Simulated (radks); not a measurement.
All-electron atom: Zn II in [Ar] 3d10 4s1.

Method: scalar-relativistic Kohn-Sham, MS2 meta-GGA, spin-unpolarised, spherical densities, finite nucleus; meta-GGA in the generalised Kohn-Sham scheme; Fermi nuclear charge, rms radius 3.9283 fm; computed with a radial shooting solver on a logarithmic mesh with Libxc functionals.

Energy parts (hartree):
| part | energy |
|---|---|
| total | -1795.69945 |
| kinetic | 1824.32576 |
| electron-nucleus | -4316.88671 |
| Hartree | 768.20145 |
| exchange-correlation | -71.33995 |

Orbitals (lengths in bohr, moments of r in powers of bohr; <r^-3> diverges for s and p1/2; r(max) is where P^2 peaks):
orbital,occ.,eigenvalue (hartree),<r^4>,<r^-3>,r(max),<1/r>
1s,2,-351.0817,0.00002979,-,0.03290,30.24
2s,2,-43.21826,0.006262,-,0.1888,6.606
2p,6,-37.37476,0.004684,793.2,0.1524,6.459
3s,2,-5.23504,0.4600,-,0.5883,2.087
3p,6,-3.48432,0.6343,101.4,0.5938,1.929
3d,10,-0.72556,3.320,9.453,0.5695,1.516
4s,1,-0.51065,72.54,-,1.986,0.5364

The highest occupied level is 4s at -13.896 eV. The electron density at the nucleus is 2.534e+04 e/bohr^3 (large components only). For comparison, the ionisation energy in NIST's Atomic Spectra Database is 17.964 eV (measured). In exact Kohn-Sham theory the highest level is minus the ionisation energy, but local and semilocal functionals leave it too shallow, through self-interaction and a potential that decays too fast; potentials with the right tail come closer. The density falls to 0.001 e/bohr^3 at r = 3.63 bohr.

Beside tabulated values, note that spin-unpolarised runs miss the spin-polarisation part of the exchange energy of open shells.
